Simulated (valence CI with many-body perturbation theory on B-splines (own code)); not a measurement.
Values are calculated unless marked as measured or tabulated.
## Level structure of Nd XXVIII

Level of theory: relativistic CI+MBPT: five valence electrons over a frozen Dirac-Fock core [Ar] 3d10, a basis of 11 s, 11 p, 10 d, 8 f, 5 g, 2 h functions for each j, with the one-electron correlation potential Σ1, the two-electron term Σ2, the three-electron term Σ3, Breit, model QED; selected CI, second order for the rest, scaled by the run's own slope (own B-spline code, finite nucleus).

The last digits are not significant, and no measured levels were compared; by estimate large intervals hold to a few tenths of a per cent, small ones and those within an open d or f shell to about a per cent. Among the levels kept, up to 2000 cm⁻¹ of a level comes from second order outside the variational space, and about a tenth of that is noise between levels of different J, which matters for small intervals.

Levels 1 to 45 of 167, with energies above the lowest level, (4s^2 4p1/2^2 4p3/2) J=3/2. "Leading %" is the weight of the configuration and term that name the level; weights of strongly mixed levels are sums over their largest components and can fall short. In the jj column 3d3/2^4 stands for four electrons in 3d with j = 3/2.

| No. | Configuration | Term | J | E (eV) | Leading % | g | Leading jj | Second component |
| --- | --- | --- | --- | --- | --- | --- | --- | --- |
| 1 | 4s2 4p3 | 2P° | 3/2 | 0.00 | 42 | 1.426 | 4s^2 4p1/2^2 4p3/2 (97 %) | 33 % 4s2 4p3 4S° |
| 2 | 4s2 4p3 | 4S° | 3/2 | 26.00 | 51 | 1.422 | 4s^2 4p1/2 4p3/2^2 (97 %) | 46 % 4s2 4p3 2D° |
| 3 | 4s2 4p3 | 2D° | 5/2 | 29.88 | 98 | 1.198 | 4s^2 4p1/2 4p3/2^2 (98 %) |  |
| 4 | 4s2 4p3 | 2P° | 1/2 | 34.81 | 98 | 0.662 | 4s^2 4p1/2 4p3/2^2 (98 %) |  |
| 5 | 4s2 4p3 | 2P° | 3/2 | 61.34 | 55 | 1.280 | 4s^2 4p3/2^3 (97 %) | 28 % 4s2 4p3 2D° |
| 6 | 4s 4p4 | 4P | 5/2 | 88.94 | 74 | 1.515 | 4s 4p1/2^2 4p3/2^2 (90 %) | 18 % 4s 4p4 2D |
| 7 | 4s 4p4 | 2D | 3/2 | 98.01 | 26 | 1.175 | 4s 4p1/2^2 4p3/2^2 (62 %) | 23 % 4s 4p4 4P |
| 8 | 4s 4p4 | 2S | 1/2 | 100.08 | 47 | 2.268 | 4s 4p1/2^2 4p3/2^2 (86 %) | 44 % 4s 4p4 4P |
| 9 | 4s2 4p2 4d | 4F | 3/2 | 108.15 | 38 | 0.864 | 4s^2 4p1/2^2 4d3/2 (69 %) | 17 % 4s2 4p2 4d 2D |
| 10 | 4s2 4p2 4d | 4F | 5/2 | 115.92 | 29 | 1.185 | 4s^2 4p1/2^2 4d5/2 (84 %) | 26 % 4s2 4p2 4d 4D |
| 11 | 4s 4p4 | 4P | 3/2 | 118.44 | 51 | 1.382 | 4s 4p1/2 4p3/2^3 (78 %) | 27 % 4s 4p4 2D |
| 12 | 4s 4p4 | 2D | 5/2 | 123.14 | 63 | 1.272 | 4s 4p1/2 4p3/2^3 (78 %) | 17 % 4s 4p4 4P |
| 13 | 4s 4p4 | 2P | 1/2 | 127.48 | 28 | 1.013 | 4s^2 4p1/2 4p3/2 4d3/2 (45 %) | 26 % 4s2 4p2 4d 4D |
| 14 | 4s2 4p2 4d | 2P | 3/2 | 127.76 | 24 | 1.043 | 4s^2 4p1/2 4p3/2 4d3/2 (57 %) | 21 % 4s 4p4 2P |
| 15 | 4s2 4p2 4d | 2F | 5/2 | 131.31 | 55 | 0.944 | 4s^2 4p1/2 4p3/2 4d3/2 (88 %) | 39 % 4s2 4p2 4d 4F |
| 16 | 4s2 4p2 4d | 4F | 7/2 | 134.28 | 36 | 1.092 | 4s^2 4p1/2 4p3/2 4d3/2 (86 %) | 34 % 4s2 4p2 4d 2G |
| 17 | 4s2 4p2 4d | 4D | 1/2 | 134.71 | 59 | 0.594 | 4s^2 4p1/2 4p3/2 4d3/2 (55 %) | 15 % 4s 4p4 2P |
| 18 | 4s2 4p2 4d | 4D | 7/2 | 137.01 | 48 | 1.311 | 4s^2 4p1/2 4p3/2 4d5/2 (97 %) | 31 % 4s2 4p2 4d 4F |
| 19 | 4s2 4p2 4d | 4D | 3/2 | 137.42 | 31 | 1.080 | 4s 4p1/2 4p3/2^3 (39 %) | 28 % 4s 4p4 2P |
| 20 | 4s2 4p2 4d | 2G | 9/2 | 141.03 | 51 | 1.217 | 4s^2 4p1/2 4p3/2 4d5/2 (96 %) | 48 % 4s2 4p2 4d 4F |
| 21 | 4s2 4p2 4d | 4P | 5/2 | 142.67 | 33 | 1.234 | 4s^2 4p1/2 4p3/2 4d5/2 (65 %) | 18 % 4s2 4p2 4d 4F |
| 22 | 4s2 4p2 4d | 2P | 3/2 | 143.72 | 32 | 1.143 | 4s^2 4p1/2 4p3/2 4d5/2 (46 %) | 25 % 4s2 4p2 4d 4D |
| 23 | 4s2 4p2 4d | 4D | 5/2 | 147.11 | 33 | 1.275 | 4s^2 4p1/2 4p3/2 4d3/2 (42 %) | 32 % 4s2 4p2 4d 2D |
| 24 | 4s2 4p2 4d | 4P | 1/2 | 147.53 | 41 | 2.017 | 4s^2 4p1/2 4p3/2 4d3/2 (82 %) | 30 % 4s2 4p2 4d 2S |
| 25 | 4s2 4p2 4d | 2P | 3/2 | 148.33 | 41 | 1.484 | 4s^2 4p1/2 4p3/2 4d3/2 (44 %) | 39 % 4s2 4p2 4d 4P |
| 26 | 4s2 4p2 4d | 2G | 7/2 | 149.32 | 44 | 1.067 | 4s^2 4p1/2 4p3/2 4d5/2 (73 %) | 29 % 4s2 4p2 4d 2F |
| 27 | 4s2 4p2 4d | 2D | 3/2 | 153.44 | 72 | 0.855 | 4s^2 4p1/2 4p3/2 4d5/2 (74 %) | 9 % 4s2 4p2 4d 2P |
| 28 | 4s2 4p2 4d | 2D | 5/2 | 153.73 | 54 | 1.138 | 4s^2 4p1/2 4p3/2 4d5/2 (67 %) | 30 % 4s2 4p2 4d 2F |
| 29 | 4s2 4p2 4d | 2P | 1/2 | 155.38 | 63 | 1.148 | 4s^2 4p1/2 4p3/2 4d5/2 (48 %) | 18 % 4s 4p4 2S |
| 30 | 4s 4p4 | 2P | 1/2 | 159.90 | 36 | 1.358 | 4s 4p3/2^4 (38 %) | 29 % 4s2 4p2 4d 2S |
| 31 | 4s2 4p2 4d | 2F | 7/2 | 168.06 | 48 | 1.256 | 4s^2 4p3/2^2 4d5/2 (97 %) | 40 % 4s2 4p2 4d 4D |
| 32 | 4s2 4p2 4d | 4F | 9/2 | 169.50 | 50 | 1.223 | 4s^2 4p3/2^2 4d5/2 (96 %) | 48 % 4s2 4p2 4d 2G |
| 33 | 4s2 4p2 4d | 2P | 1/2 | 170.02 | 59 | 1.108 | 4s^2 4p3/2^2 4d3/2 (67 %) | 24 % 4s2 4p2 4d 4P |
| 34 | 4s2 4p2 4d | 2D | 3/2 | 171.14 | 43 | 1.146 | 4s^2 4p3/2^2 4d3/2 (86 %) | 26 % 4s2 4p2 4d 4P |
| 35 | 4s2 4p2 4d | 2D | 5/2 | 171.83 | 35 | 1.211 | 4s^2 4p3/2^2 4d3/2 (73 %) | 18 % 4s2 4p2 4d 4P |
| 36 | 4s2 4p2 4d | 2F | 7/2 | 175.46 | 74 | 1.104 | 4s^2 4p3/2^2 4d3/2 (81 %) | 17 % 4s2 4p2 4d 2G |
| 37 | 4s2 4p2 4d | 2D | 5/2 | 179.19 | 81 | 1.204 | 4s^2 4p3/2^2 4d5/2 (96 %) | 11 % 4s2 4p2 4d 4D |
| 38 | 4s2 4p2 4d | 2D | 3/2 | 179.24 | 51 | 1.014 | 4s^2 4p3/2^2 4d3/2 (68 %) | 32 % 4s2 4p2 4d 2P |
| 39 | 4s2 4p2 4d | 2S | 1/2 | 183.24 | 33 | 1.815 | 4s^2 4p3/2^2 4d5/2 (46 %) | 20 % 4s2 4p2 4d 4P |
| 40 | 4s2 4p2 4d | 2D | 3/2 | 186.45 | 57 | 1.056 | 4s^2 4p3/2^2 4d5/2 (75 %) | 19 % 4s2 4p2 4d 2P |
| 41 | 4s2 4p2 4d | 2D | 5/2 | 189.21 | 53 | 1.117 | 4s^2 4p3/2^2 4d5/2 (82 %) | 34 % 4s2 4p2 4d 2F |
| 42 | 4s 4p3 4d | 6D° | 3/2 | 191.71 | 33 | 1.471 | 4s 4p1/2^2 4p3/2 4d3/2 (64 %) | 21 % 4p5 2P° |
| 43 | 4s 4p3 4d | 6D° | 5/2 | 192.07 | 41 | 1.387 | 4s 4p1/2^2 4p3/2 4d3/2 (82 %) | 19 % 4s 4p3 4d 4F° |
| 44 | 4s 4p3 4d | 6D° | 1/2 | 192.21 | 57 | 2.835 | 4s 4p1/2^2 4p3/2 4d3/2 (82 %) | 31 % 4s 4p3 4d 4P° |
| 45 | 4s 4p3 4d | 6D° | 7/2 | 193.30 | 43 | 1.405 | 4s 4p1/2^2 4p3/2 4d3/2 (62 %) | 19 % 4s 4p3 4d 4F° |

The ionisation energy to 4s2 4p2 3P_0 of the next ion comes out as 980.17 eV (NIST: 978 ± 4 eV (theoretical)). All 167 levels together are meant to be complete up to 294.60 eV.
